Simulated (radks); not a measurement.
Task: The mean radii <r> (bohr) of the occupied orbitals of an atom or ion are listed with their occupations. Calculated with a radial shooting solver on a logarithmic mesh with Libxc functionals: scalar-relativistic Kohn-Sham, PBE, spin-polarised, spherical densities, finite nucleus; Fermi nuclear charge, rms radius of each element as measured or else 0.836 A^(1/3) + 0.57 fm.

orbital  occ.      <r>
1s up       1  0.02507
1s down     1  0.02507
2s up       1   0.1074
2s down     1   0.1074
2p up       3  0.09423
2p down     3  0.09423
3s up       1   0.2849
3s down     1   0.2849
3p up       3   0.2828
3p down     3   0.2828
3d up       5   0.2594
3d down     5   0.2594
4s up       1   0.6453
4s down     1   0.6453
4p up       3   0.6788
4p down     3   0.6790
4d up       5   0.7325
4d down     4   0.7331

Name the element and its charge. Open shells, if any, are filled with parallel spins first.

Result: Z = 57, lanthanum, charge +12: La12+ in [Kr] 4d9. The 1s radius gives Z: for a bare nucleus <r> = (2 gamma + 1)/(2Z) with gamma = sqrt(1 - (Z/c)^2), 0.02473 bohr for Z = 57, and screening makes it slightly larger (0.02507 here). The occupations add up to 45, and the charge is Z minus that.
